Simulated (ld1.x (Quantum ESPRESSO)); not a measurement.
lanthanum (La), TM: configuration errors across variants

```json
{
  "Element": "La (Z = 57)",
  "Generator": "ld1.x (Quantum ESPRESSO) 7.5",
  "Type": "norm-conserving Troullier–Martins (Kleinman–Bylander form)",
  "Functional": "PBE",
  "Relativity": "scalar-relativistic",
  "Frozen core": "[Xe]",
  "Valence charge": "3",
  "Reference configuration": "4f0 5d1 6s2 6p0",
  "Partial waves": "6p (bound, empty): rc 3.95 bohr; 5d (bound): rc 3.70 bohr; 4f (bound, empty): rc 1.70 bohr; 6s (bound): rc 4.05 bohr",
  "Local potential": "the s channel",
  "Core correction": "none"
}
```

All-electron excitation energies from the reference (eV): (1) 4f0 5d1 6s1 6p0 5.966; (2) 4f0 5d1 6s0 6p0 16.854; (3) 4f0 5d1 6s1.5 6p0 2.399; (4) 4f0 5d2 6s1 6p0 0.793; (5) 4f0 5d0 6s2 6p0 6.385; (6) 4f0 5d1 6s0 6p1 8.924.

Tests that are not counted but printed errors over 1 eV. “base”: 4f1 5d0 6s2 6p0 (all-electron atom not converged, printed error -1496 eV). “all radii scaled by about 0.79 (s 3.18, p 3.10, d 2.90, f 1.34 bohr)”: 4f1 5d0 6s2 6p0 (all-electron atom not converged, printed error -1496 eV). “all radii scaled by about 0.87 (s 3.52, p 3.42, d 3.22, f 1.48 bohr)”: 4f1 5d0 6s2 6p0 (all-electron atom not converged, printed error -1496 eV). “all radii scaled by about 0.93 (s 3.76, p 3.66, d 3.44, f 1.58 bohr)”: 4f1 5d0 6s2 6p0 (all-electron atom not converged, printed error -1496 eV). “all radii scaled by about 1.13 (s 4.56, p 4.44, d 4.16, f 1.92 bohr)”: 4f1 5d0 6s2 6p0 (all-electron atom not converged, printed error -1495 eV).

A true bound ghost makes a file unfit for plane-wave use even where its test errors are small: the radial tests pick states by their node count and pass the ghost by. Where a test does run into it, the solver fails or the error is huge.

Errors AE − PS in meV (a dash: test not solved or not reliable):

| change | (1) | (2) | (3) | (4) | (5) | (6) | bound ghosts |
| --- | --- | --- | --- | --- | --- | --- | --- |
| base | -3.3 | +151 | -1.9 | +42 | +185 | +25 | none |
| all radii scaled by about 0.79 (s 3.18, p 3.10, d 2.90, f 1.34 bohr) | -3.0 | +148 | -1.8 | +41 | +191 | +56 | p |
| all radii scaled by about 0.87 (s 3.52, p 3.42, d 3.22, f 1.48 bohr) | -3.5 | +153 | -1.9 | +38 | +183 | +45 | p |
| all radii scaled by about 0.93 (s 3.76, p 3.66, d 3.44, f 1.58 bohr) | -3.4 | +155 | -1.9 | +39 | +188 | +38 | none |
| all radii scaled by about 1.13 (s 4.56, p 4.44, d 4.16, f 1.92 bohr) | -3.3 | +129 | -1.7 | +54 | +192 | 0.0 | none |
| all radii scaled by about 1.19 (s 4.80, p 4.68, d 4.38, f 2.02 bohr) | -3.4 | +107 | -1.6 | +62 | +205 | -16 | none |
| all radii scaled by about 1.39 (s 5.64, p 5.50, d 5.14, f 2.36 bohr) | -5.3 | -27 | -0.8 | +107 | +293 | -82 | f |

(1) Give the same row for: all radii scaled by about 1.27 (s 5.16, p 5.04, d 4.72, f 2.16 bohr).

Results:

(1) -3.9, +59, -1.3, +78, +240, -44; bound ghosts: none. Not counted: 4f1 5d0 6s2 6p0 (all-electron atom not converged, printed error -1495 eV).
